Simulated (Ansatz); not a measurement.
MoO3⁻. Total charge -1; doublet. Geometry r2SCAN-D4/def2-TZVP, that of the neutral singlet.

```xyz
4

Mo    0.6064   -0.2663    0.1457
O     1.7084    0.8263   -0.4815
O    -1.1626   -0.6347   -0.4593
O    -1.1522    0.0747    0.7951
```

In the def2 sets Mo takes a core potential; there is no spin–orbit coupling. The structure holds one bond between oxygen atoms, so isomers without such links may lie far lower. At PBE-D4/def2-TZVPD, r2SCAN-D4/def2-TZVPD, PBE0-D4/def2-TZVPD the charge -1 doublet is spin-contaminated (final ⟨S²⟩ up to 1.64, 0.75 for a pure state). At PBE-D4/def2-TZVPD, r2SCAN-D4/def2-TZVPD, PBE0-D4/def2-TZVPD the highest occupied level of the charge -1 doublet lies above zero (up to 1.07 eV). It is a level of β spin, whose loss leaves a triplet; that state wasn't run at this geometry and level. The electron is either unbound and held by the finite basis, or the level is raised by self-interaction error. The structure comes from a short search, and lower isomers may exist.

**Question.** Estimate the α-spin orbital energies around the gap (eV) in Ansatz with PBE-D4/def2-TZVPD, r2SCAN-D4/def2-TZVPD, PBE0-D4/def2-TZVPD.

**Answer.** 
| orbital | PBE-D4/def2-TZVPD | r2SCAN-D4/def2-TZVPD | PBE0-D4/def2-TZVPD |
| --- | --- | --- | --- |
| HOMO−5 | -3.82 | -4.06 | -5.20 |
| HOMO−4 | -3.25 | -3.52 | -4.69 |
| HOMO−3 | -2.58 | -2.69 | -3.79 |
| HOMO−2 | -1.03 | -1.15 | -2.32 |
| HOMO−1 | 0.21 | -0.21 | -1.39 |
| HOMO | 0.66 | 0.38 | -0.33 |
| LUMO | 1.76 | 2.14 | 2.78 |
| LUMO+1 | 3.16 | 3.41 | 3.88 |
| LUMO+2 | 3.27 | 3.61 | 4.12 |
| LUMO+3 | 3.73 | 4.11 | 4.30 |
| LUMO+4 | 3.80 | 4.30 | 4.45 |
| LUMO+5 | 3.92 | 4.50 | 4.52 |
| β HOMO | 1.07 | 0.86 | 0.05 |
| β LUMO | 1.69 | 2.16 | 2.84 |
